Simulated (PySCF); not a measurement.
Work out the structure from these simulated measurements.

Formula: C10H12O2.

| Quantity | Value |
| --- | --- |
| 13C NMR | chemical shifts (computed TMS as zero) by class: 166.1 (1 C), 135.7 (1 C), 133.1 (2 C), 132.5 (1 C), 131.4 (2 C), 69.5 (1 C), 25.2 (1 C), 11.2 (1 C) ppm [GIAO PBE/pcSseg-1] |
| 1H NMR | chemical shifts (computed TMS as zero) by class: 8.21 (2 H), 7.47 (1 H), 7.44 (2 H), 4.19 (2 H), 1.76 (2 H), 0.96 (3 H) ppm [GIAO PBE/pcSseg-1] |
| Rotational structure | rotational constants A, B, C: 2.872, 0.422, 0.384 GHz [PBE0-D3(BJ)/def2-SVP] |
| Triplet | lowest triplet excitation (Tamm–Dancoff): 3.79 eV [TDA PBE0/def2-SVPD] |
| Couplings | largest of the computed one-bond spin–spin couplings (means over like bonds): 13C–1H +172.4 (×2), 13C–1H +168.2 (×2), 13C–1H +166.7, 13C–1H +150.6 (×2), 13C–1H +134.7 (×2), 13C–1H +132.4 (×3) Hz [B3LYP/pcJ-1, spin–dipole term left out] |
| Dipole | 1.86 D [PBE0/def2-SVPD] |
| UV, strongest line | among the 10 lowest singlet transitions: S7 at 6.77 eV (183 nm, f = 0.610) [TDDFT PBE0/def2-SVPD] |
| UV, first state | lowest singlet excitation: 5.00 eV (248 nm, f = 0.001) [TDDFT PBE0/def2-SVPD] |

The electronic properties come from PySCF, for the isolated species, density fitting. Levels stand in brackets. NMR shifts are as computed; neighbouring signals can stand in another order in a measured spectrum. The structure is a single PBE0-D3(BJ)/def2-SVP conformer in the gas phase; no vibrational or solvent corrections. Each NMR value is the plain mean over a class of atoms that symmetry, rotation or inversion makes alike.

Problem. Give a SMILES that accounts for the data.

Solution. Numbering: `[CH3:1][CH2:2][CH2:3][O:4][C:5](=[O:6])[c:7]1[cH:8][cH:9][cH:10][cH:11][cH:12]1`. Its formula, C10H12O2, gives 5 degrees of unsaturation: 1 ring and 4 π bonds in the structure found (Kekulé form). 10 carbons fall into 8 classes; from least to most shielded: ester carbonyl carbon [C5] (166.1 ppm), aromatic CH carbon [C10] (135.7 ppm), aromatic CH carbon [C8/C12] (133.1 ppm, 2 C), substituted aromatic carbon [C7] (132.5 ppm), aromatic CH carbon [C9/C11] (131.4 ppm, 2 C), chain sp3 carbon bound to oxygen [C3] (69.5 ppm), chain CH2 carbon [C2] (25.2 ppm), methyl carbon [C1] (11.2 ppm). Hydrogen classes from least to most shielded: 2 H on the ortho carbons, C8/C12 (8.21 ppm), 1 H on the para carbon, C10 (7.47 ppm), 2 H on the meta carbons, C9/C11 (7.44 ppm), 2 H on an sp3 carbon bound to oxygen, C3 (4.19 ppm, a mean of values up to 1.2 ppm apart in this geometry), 2 H on a chain CH2 carbon, C2 (1.76 ppm, a mean of values up to 0.8 ppm apart in this geometry), 3 H on a methyl carbon, C1 (0.96 ppm). The couplings run between: +172.4 Hz, aromatic CH carbon [C8] and its hydrogen (with 1 like pair); +168.2 Hz, aromatic CH carbon [C9] and its hydrogen (with 1 like pair); +166.7 Hz, aromatic CH carbon [C10] and its hydrogen; +150.6 Hz, sp3 carbon bound to oxygen [C3] and its hydrogen (with 1 like pair); +134.7 Hz, chain CH2 carbon [C2] and its hydrogen (with 1 like pair); +132.4 Hz, methyl carbon [C1] and its hydrogen (with 2 like pairs). S1 is mainly HOMO−2→LUMO (weight 0.93); the largest Löwdin shares of the orbital it empties are 0.64 on the ester carbonyl oxygen, 0.11 on the ester single-bonded oxygen, 0.08 on the ester carbonyl carbon and 0.06 on the substituted aromatic carbon, of the orbital it fills 0.16 on an aromatic CH carbon, 0.14 on the substituted aromatic carbon, 0.14 on the ester carbonyl carbon and 0.12 on the ester carbonyl oxygen. The optimised geometry has point group C1 and is an asymmetric top. Structure: `CCCOC(=O)c1ccccc1`. Computed isomers that give other values at the same levels: `CC(C)OC(=O)c1ccccc1` (rotational constant A: 2.291 GHz; this holds for the one conformer computed); `C#C[C@@H]1C[C@@]2(OC=O)CC[C@@H]1C2` (rotational constant A: 1.671 GHz; this holds for the one conformer computed). The assignments are read from this structure; whether some other isomer fits the data as well wasn't checked.

The values belong to the conformer `[CH3:1][CH2:2][CH2:3][O:4][C:5](=[O:6])[c:7]1[cH:8][cH:9][cH:10][cH:11][cH:12]1`: C1–C2–C3–O4 -176°, C2–C3–O4–C5 -82°, C3–O4–C5–O6 0°, O4–C5–C7–C8 178°.
